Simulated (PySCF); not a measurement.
# The first ionisation energy along the 4d series

All values are computed (PySCF 2.14, energy differences of UHF-based or UKS calculations, no spin-orbit coupling). Values in eV. The last column holds reference values (NIST; (s) semi-empirical, (t) theoretical, else measured). Unmarked ones compare directly (S terms, centres of terms, or small fine structure); those marked * lie between the lowest fine-structure levels and include a spin-orbit shift.

| element | configurations | UHF | PBE | MP2 (valence) | CCSD (valence) | CCSD(T) (valence) | r2SCAN | reference |
| --- | --- | --- | --- | --- | --- | --- | --- | --- |
| Zr (aug-cc-pVDZ-PP with ECP28MDF, ECP) | [Kr] 4d2 5s2 → [Kr] 4d2 5s1 | 5.219 | 6.462 | 6.080 | 6.350 | 6.416 | 6.166 | 6.639 |
| Nb (aug-cc-pVDZ-PP with ECP28MDF, ECP) | [Kr] 4d4 5s1 → [Kr] 4d4 | 5.998 | 7.191 | 6.434 | 6.521 | 6.541 | n/a | 6.776 |
| Mo (aug-cc-pVDZ-PP with ECP28MDF, ECP) | [Kr] 4d5 5s1 → [Kr] 4d5 | 6.256 | 7.513 | 6.788 | 6.842 | 6.865 | 7.563 | 7.092 |
| Tc (aug-cc-pVDZ-PP with ECP28MDF, ECP) | [Kr] 4d5 5s2 → [Kr] 4d5 5s1 | 5.576 | 6.942 | 6.701 | 6.836 | 6.920 | 6.614 | 7.119 |
| Ru (aug-cc-pVDZ-PP with ECP28MDF, ECP) | [Kr] 4d7 5s1 → [Kr] 4d7 | 6.296 | 7.812 | 7.131 | 7.110 | 7.164 | 7.757 | 7.365 |
| Rh (aug-cc-pVDZ-PP with ECP28MDF, ECP) | [Kr] 4d8 5s1 → [Kr] 4d8 | 6.314 | 7.905 | 7.244 | 7.192 | 7.257 | 7.817 | 7.479 |
| Pd (aug-cc-pVDZ-PP with ECP28MDF, ECP) | [Kr] 4d10 → [Kr] 4d9 | 6.298 | 8.812 | 8.549 | 8.043 | 8.204 | 8.465 | 8.512 |
| Ag (aug-cc-pVDZ-PP with ECP28MDF, ECP) | [Kr] 4d10 5s1 → [Kr] 4d10 | 6.367 | 8.042 | 7.403 | 7.291 | 7.363 | 7.909 | 7.576 |
| Cd (aug-cc-pVDZ-PP with ECP28MDF, ECP) | [Kr] 4d10 5s2 → [Kr] 4d10 5s1 | 7.401 | 9.209 | 8.871 | 8.759 | 8.858 | 9.046 | 8.994 |

```tsv
method	elements	mean error (eV)	mean absolute error (eV)	largest error (eV)
UHF	9	-1.314	1.314	-2.215
PBE	9	0.259	0.338	0.466
MP2 (valence)	9	-0.261	0.269	-0.558
CCSD (valence)	9	-0.290	0.290	-0.470
CCSD(T) (valence)	9	-0.218	0.218	-0.309
r2SCAN	8	0.070	0.326	-0.506
```

Errors include the incompleteness of the basis and the frozen core.

"Valence" correlates the outer s and p shells and, in groups 3 to 12 and the f block, the outer d or f shell, open or full, or the next shell where the ion has no valence electron left; the wider scheme adds the next inner shell.
